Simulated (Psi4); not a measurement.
F2O (SMILES FOF), singlet, geometry from GFN2-xTB; BLYP/6-31+G*, TDA run with Psi4 1.11.

Psi4 was given this input:
```
memory 2 GB

molecule mol {
0 1
  F     0.018890    1.091872   -0.247236
  O    -0.022432   -0.002760    0.568977
  F     0.001050   -1.089418   -0.258521
symmetry c1
}

set basis 6-31+g*
set reference rks
set puream true
set save_jk true
set tdscf_states [5]
set tdscf_tda true
set d_convergence 1e-8

energy('td-blyp')
print_variables()
```

**Question.** Predict the main parts of the log of this Psi4 run.

**Answer.** 
```
   => Loading Basis Set <=

    Name: 6-31+G*
    Role: ORBITAL
    Keyword: BASIS

         ---------------------------------------------------------
                                   SCF
               by Justin Turney, Rob Parrish, Andy Simmonett
                          and Daniel G. A. Smith
                              RKS Reference
         ---------------------------------------------------------

  ==> Geometry <==

    Molecular point group: c1
    Full point group: Cs

    Geometry (in Angstrom), charge = 0, multiplicity = 1:

       Center              X                  Y                   Z               Mass
    ------------   -----------------  -----------------  -----------------  -----------------
         F            0.238374731670     1.091864437299    -0.000000000000    18.998403162730
         O           -0.578832161907    -0.002805959472     0.000000000000    15.994914619570
         F            0.248948909662    -1.089502076537    -0.000000000000    18.998403162730

  Running in c1 symmetry.

  Rotational constants: A =      2.21370  B =      0.37294  C =      0.31917 [cm^-1]
  Rotational constants: A =  66365.08948  B =  11180.53554  C =   9568.52487 [MHz]
  Nuclear repulsion =   75.431358036250401

  Charge       = 0
  Multiplicity = 1
  Electrons    = 26
  Nalpha       = 13
  Nbeta        = 13

  ==> Algorithm <==

  SCF Algorithm Type is DF.
  DIIS enabled.
  MOM disabled.
  Fractional occupation disabled.
  Guess Type is SAD.
  Energy threshold   = 1.00e-06
  Density threshold  = 1.00e-08
  Integral threshold = 1.00e-12

  ==> Primary Basis <==

  Basis Set: 6-31+G*
    Blend: 6-31+G*
    Number of shells: 24
    Number of basis functions: 54
    Number of Cartesian functions: 57
    Spherical Harmonics?: true
    Max angular momentum: 2

  ==> DFT Potential <==

   => LibXC <=

    Version 7.1.2
    S. Lehtola, C. Steigemann, M. J. T. Oliveira, and M. A. L. Marques,  SoftwareX 7, 1–5 (2018) (10.1016/j.softx.2017.11.002)

   => Composite Functional: BLYP <=

    BLYP GGA Exchange-Correlation Functional

    P.J. Stephens et. al., J. Phys. Chem., 98, 11623-11627, 1994
    B. Miehlich et. al., Chem. Phys. Lett., 157(3), 200-206 1989

    Deriv               =              1
    GGA                 =           TRUE
    Meta                =          FALSE

    Exchange Hybrid     =          FALSE
    MP2 Hybrid          =          FALSE

   => Exchange Functionals <=

    1.0000     XC_GGA_X_B88

   => Correlation Functionals <=

    1.0000     XC_GGA_C_LYP

   => LibXC Density Thresholds  <==

    XC_GGA_C_LYP:  1.00E-14
    XC_GGA_X_B88:  1.00E-15

   => Molecular Quadrature <=

    Radial Scheme          =       TREUTLER
    Pruning Scheme         =           NONE
    Nuclear Scheme         =       TREUTLER

    Blocking Scheme        =         OCTREE
    BS radius alpha        =              1
    Pruning alpha          =              1
    Radial Points          =             75
    Spherical Points       =            302
    Total Points           =          66639
    Total Blocks           =            558
    Max Points             =            254
    Max Functions          =             53
    Weights Tolerance      =       1.00E-15

   => Loading Basis Set <=

    Name: (6-31+G* AUX)
    Role: JKFIT
    Keyword: DF_BASIS_SCF

  ==> Integral Setup <==

  SCF_SUBTYPE=INCORE selected. In-core MEM_DF algorithm will be used.
  Using in-core AOs.

  ==> MemDFJK: Density-Fitted J/K Matrices <==

    J tasked:                   Yes
    K tasked:                    No
    wK tasked:                   No
    Algorithm:                 Core
    Schwarz Cutoff:           1E-12
    Mask sparsity (%):       0.0686
    Fitting Condition:        1E-10

   => Auxiliary Basis Set <=

  Basis Set: (6-31+G* AUX)
    Blend: HEAVY-AUG-CC-PVDZ-JKFIT
    Number of shells: 84
    Number of basis functions: 258
    Number of Cartesian functions: 303
    Spherical Harmonics?: true
    Max angular momentum: 3

  Minimum eigenvalue in the overlap matrix is 2.8026777901E-03.
  Reciprocal condition number of the overlap matrix is 5.4849263125E-04.
    Using symmetric orthogonalization.

  ==> Pre-Iterations <==

  SCF Guess: Superposition of Atomic Densities via on-the-fly atomic UHF (no occupation information).

   -------------------------
    Irrep   Nso     Nmo
   -------------------------
     A         54      54
   -------------------------
    Total      54      54
   -------------------------

  ==> Iterations <==

                           Total Energy        Delta E     RMS |[F,P]|

   @DF-RKS iter SAD:  -274.47744370482252   -2.74477e+02   0.00000e+00
   @DF-RKS iter   1:  -274.64026724138591   -1.62824e-01   5.19635e-03 DIIS/ADIIS
   @DF-RKS iter   2:  -274.62508041835122    1.51868e-02   6.78374e-03 DIIS/ADIIS
   @DF-RKS iter   3:  -274.65224513059576   -2.71647e-02   3.70653e-03 DIIS/ADIIS
   @DF-RKS iter   4:  -274.66613740095482   -1.38923e-02   5.66110e-04 DIIS/ADIIS
   @DF-RKS iter   5:  -274.66649311867326   -3.55718e-04   6.96820e-05 DIIS
   @DF-RKS iter   6:  -274.66649858752243   -5.46885e-06   4.31888e-06 DIIS
   @DF-RKS iter   7:  -274.66649860772151   -2.01991e-08   7.02826e-07 DIIS
   @DF-RKS iter   8:  -274.66649860822963   -5.08123e-10   4.41673e-08 DIIS
   @DF-RKS iter   9:  -274.66649860823105   -1.42109e-12   1.41774e-08 DIIS
   @DF-RKS iter  10:  -274.66649860823100    5.68434e-14   1.50009e-08 DIIS
   @DF-RKS iter  11:  -274.66649860823139   -3.97904e-13   3.79073e-10 DIIS
  Energy and wave function converged.

  ==> Post-Iterations <==

   Electrons on quadrature grid:
      Ntotal   =   26.0000023862 ; deviation = 2.386e-06

    Orbital Energies [Eh]
    ---------------------

    Doubly Occupied:

[...]
      13A     -0.272767

    Virtual:

[...]
    Final Occupation by Irrep:
              A
    DOCC [    13 ]
    NA   [    13 ]
    NB   [    13 ]

  @DF-RKS Final Energy:  -274.66649860823139

   => Energetics <=

[...]
    Total Energy =                       -274.6664986082313931
[...]

 Multipole Moments:

 ------------------------------------------------------------------------------------
     Multipole            Electronic (a.u.)      Nuclear  (a.u.)        Total (a.u.)
 ------------------------------------------------------------------------------------

 L = 1.  Multiply by 2.5417464519 to convert [e a0] to [Debye]
 Dipole X            :          0.3777149           -0.4625001           -0.0847853
 Dipole Y            :          0.0018308           -0.0022420           -0.0004112
 Dipole Z            :          0.0000000            0.0000000            0.0000000
 Magnitude           :                                                    0.0847863

 ------------------------------------------------------------------------------------

******************************************************************************************
**********                               WARNING                                **********
**********       The names of excited state variables changed between 1.5       **********
**********     and 1.6. For a quick solution, remove the symmetry specifier     **********
**********   from the variable name. For full details, see 'Notes on Psivars'   **********
**********                        in the documentation.                         **********
******************************************************************************************

         ---------------------------------------------------------
                         TDSCF excitation energies
                 by Andrew M. James and Daniel G. A. Smith
         ---------------------------------------------------------

  ==> Options <==

     Residual threshold  : 1.0000e-06
     Initial guess       : denominators
     Reference           : RHF
     Solver type         : TDA (Davidson)

  ==> Requested Excitations <==

      5 singlet states with A symmetry

  ==> Seeking the lowest 5 singlet states with A symmetry

                         Generalized Davidson Solver
                               By Ruhee Dcunha

  ==> Options <==

    Max number of iterations        = 60
    Eigenvector tolerance           = 1.0000e-06
    Max number of expansion vectors = 1500

  => Iterations <=
                           Max[D[value]]     Max[|R|]   # vectors
  DavidsonSolver iter   1:   2.96644e-01  8.59996e-02     20
  DavidsonSolver iter   2:   4.89187e-03  1.69753e-02     25
  DavidsonSolver iter   3:   1.34500e-04  1.95005e-03     30
  DavidsonSolver iter   4:   1.97387e-06  3.24245e-04     35
  DavidsonSolver iter   5:   6.23562e-08  6.01698e-05     38
  DavidsonSolver iter   6:   1.89304e-09  2.62935e-06     40
  DavidsonSolver iter   7:   4.50007e-12  2.36578e-07     41      Converged

******************************************************************************************
**********                               WARNING                                **********
**********  Length-gauge rotatory strengths are **NOT** gauge-origin invariant  **********
******************************************************************************************

                                    Excitation Energy         Total Energy        Oscillator Strength             Rotatory Strength
     #   Sym: GS->ES (Trans)        au              eV              au          au (length)    au (velocity)    au (length)    au (velocity)
    ---- -------------------- --------------- --------------- --------------- --------------- --------------- --------------- ---------------
     1        A->A (1 A)       0.16432         4.47127        -274.50218       0.0001          0.0255          0.0000         -0.0000
     2        A->A (1 A)       0.19567         5.32440        -274.47083       0.0000          0.0000          0.0000          0.0000
     3        A->A (1 A)       0.28262         7.69045        -274.38388       0.0000          0.0000         -0.0000         -0.0000
     4        A->A (1 A)       0.28353         7.71528        -274.38297       0.0071          0.0020          0.0000          0.0000
     5        A->A (1 A)       0.29169         7.93735        -274.37481       0.0158          0.0040         -0.0000          0.0000

Contributing excitations
Only contributions with abs(coeff) > 1.00e-01 will be printed:

Excited State    1 (1 A):   0.16432 au   277.29 nm f = 0.0001
  Sums of squares: Xssq =  1.000000e+00
     13a  ->  14a     0.997457 (99.492%)

Excited State    2 (1 A):   0.19567 au   232.86 nm f = 0.0000
  Sums of squares: Xssq =  1.000000e+00
     13a  ->  15a     0.996249 (99.251%)

Excited State    3 (1 A):   0.28262 au   161.22 nm f = 0.0000
  Sums of squares: Xssq =  1.000000e+00
     10a  ->  14a     0.994993 (99.001%)

Excited State    4 (1 A):   0.28353 au   160.70 nm f = 0.0071
  Sums of squares: Xssq =  1.000000e+00
      8a  ->  14a     0.123774 ( 1.532%)
     11a  ->  14a     0.957510 (91.683%)
     12a  ->  15a     0.240159 ( 5.768%)

Excited State    5 (1 A):   0.29169 au   156.20 nm f = 0.0158
  Sums of squares: Xssq =  1.000000e+00
     11a  ->  15a    -0.340501 (11.594%)
     12a  ->  14a     0.931954 (86.854%)

******************************************************************************************
**********                               WARNING                                **********
**********       The names of excited state variables changed between 1.5       **********
**********     and 1.6. For a quick solution, remove the symmetry specifier     **********
**********   from the variable name. For full details, see 'Notes on Psivars'   **********
**********                        in the documentation.                         **********
******************************************************************************************

  Variable Map:
  ----------------------------------------------------------------------------
[...]
  Array Variable Map:
  ----------------------------------------------------------------------------
[...]
[...]
```
